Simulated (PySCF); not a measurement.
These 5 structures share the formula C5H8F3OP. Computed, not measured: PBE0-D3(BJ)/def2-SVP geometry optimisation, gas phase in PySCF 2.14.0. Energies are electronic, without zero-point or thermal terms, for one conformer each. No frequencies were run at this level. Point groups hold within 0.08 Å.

Question: Order them by energy at this level, lowest first, and give relative energies in kcal/mol.
A. `[CH2:1]=[CH:2][CH2:3][P@:4]([CH3:5])(=[O:6])[C:7]([F:8])([F:9])[F:10]` with C1–C2–C3–P4 -115°, C2–C3–P4–C5 72°
B. `[CH3:1][O:2][CH2:3][P:4]([CH3:5])[C:6]([F:7])=[C:8]([F:9])[F:10]` with C1–O2–C3–P4 -171°, O2–C3–P4–C5 -48°, C3–P4–C6–F7 -156°
C. `[O:1]=[P@@H:2]1[CH2:3][CH2:4][C@H:5]([C:6]([F:7])([F:8])[F:9])[CH2:10]1` with O1–P2–C3–C4 -109°, P2–C3–C4–C5 -38°, C3–C4–C5–C6 173°, C4–C5–C10–P2 -36°
D. `[O:1]=[P@@H:2]1[CH2:3][CH2:4][CH2:5][C@H:6]1[C:7]([F:8])([F:9])[F:10]` with O1–P2–C3–C4 -146°, P2–C3–C4–C5 42°, C3–C4–C5–C6 -47°, C4–C5–C6–C7 -95°
E. `[CH3:1][CH2:2][P@:3]([CH3:4])(=[O:5])[C:6]([F:7])=[C:8]([F:9])[F:10]` with C1–C2–P3–C4 -56°, C2–P3–C6–F7 -73°

Answer: C (0.0), D (1.3), A (26.0), E (40.1), B (71.9).

As drawn, the lowest has a P=O bond, which the highest lacks; the highest has a C=C bond outside aromatic rings, which the lowest lacks. Neighbours under 2.5 kcal/mol apart (O=[P@@H]1CC[C@H](C(F)(F)F)C1 and O=[P@@H]1CCC[C@H]1C(F)(F)F) can change places with a better method, another conformer or zero-point energy.

```csv
SMILES,E (Eh),E rel (kcal/mol),dipole (D),point group,"A, B, C (MHz)"
O=[P@@H]1CC[C@H](C(F)(F)F)C1,-910.25391,0.0,3.50,C1,"2449, 646.8, 592.5"
O=[P@@H]1CCC[C@H]1C(F)(F)F,-910.25183,1.3,4.00,C1,"1704, 968.4, 752.8"
C=CC[P@](C)(=O)C(F)(F)F,-910.21241,26.0,3.88,C1,"1886, 739.2, 709.3"
CC[P@](C)(=O)C(F)=C(F)F,-910.19004,40.1,3.48,C1,"1537, 838.3, 714.6"
COCP(C)C(F)=C(F)F,-910.13935,71.9,2.75,C1,"1279, 1003, 655.7"
```

Q: How do the relative energies change in single points at PBE0/pcSseg-1 (no added dispersion term) on the same geometries?

A: 
```tsv
SMILES	PBE0-D3(BJ)/def2-SVP (kcal/mol)	PBE0/pcSseg-1 (kcal/mol)	shift
O=[P@@H]1CC[C@H](C(F)(F)F)C1	0.0	0.0	0.0
O=[P@@H]1CCC[C@H]1C(F)(F)F	1.3	2.0	+0.7
C=CC[P@](C)(=O)C(F)(F)F	26.0	23.1	-2.9
CC[P@](C)(=O)C(F)=C(F)F	40.1	38.3	-1.8
COCP(C)C(F)=C(F)F	71.9	72.6	+0.7
```

Each column counts from its own lowest isomer. The order is unchanged; the largest shift is 2.9 kcal/mol.

Q: As an exercise, what shares would exp(−E/RT) give at 2000 K from these electronic energies alone (no entropy, no degeneracies)?

A: RT = 3.974 kcal/mol: O=[P@@H]1CC[C@H](C(F)(F)F)C1 58.1 %, O=[P@@H]1CCC[C@H]1C(F)(F)F 41.8 %, C=CC[P@](C)(=O)C(F)(F)F 0.1 %, CC[P@](C)(=O)C(F)=C(F)F under 0.1 %, COCP(C)C(F)=C(F)F under 0.1 %.
